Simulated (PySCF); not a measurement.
Species: calcium monohydroxide cation, CaHO (charge +1).
SMILES with atom numbers: `[OH:1][Ca+:2]` (hydrogens: H3 on O1)

Method: PySCF, PBE0-D3(BJ)/def2-SVP geometry optimisation, gas phase; density fitting, grid level 1; the optimiser is geomeTRIC in internal coordinates, started from a GFN2-xTB structure with every atom displaced at random (about 0.01 Å).

Step 0: E = -20485.5920 eV
```
atom  x, y, z in Å  |  force x, y, z in eV/Å
O1     -0.3692    0.3255    0.0012   -0.659  -1.681  -0.028
Ca2     1.5193   -0.0625   -0.0133   -0.028   0.334   0.006
H3     -1.1441   -0.2979   -0.0071    0.687   1.348   0.022
```

**Question.** Estimate the geometry and energy of step 1. (The exact step hangs on the optimiser's Hessian estimate; all steps are aligned on step 0, rigid shifts and turns removed.)

**Answer.** E = -20485.7756 eV, largest force 0.968 eV/Å
```
atom  x, y, z in Å  |  force x, y, z in eV/Å
O1     -0.3362    0.2066   -0.0011   -0.403  -0.880  -0.016
Ca2     1.5525   -0.0172   -0.0126    0.106   0.223   0.005
H3     -1.2103   -0.2243   -0.0055    0.298   0.657   0.012
```

The energy changes by -0.1836 eV. The first-order estimate −F·Δx gives -0.2465 eV and the mean of the old and new forces, exact on a quadratic surface, -0.1901 eV. The step makes an angle of 52° with the force vector and moves no atom by more than 0.123 Å.

What follows is the cost of the whole optimisation. Time: 4.2 s of wall time; peak memory 0.26 GiB. Hardware: one thread, Arm Neoverse V1 (aarch64), shared host with 32 logical CPUs at a one-minute load of 9.3.
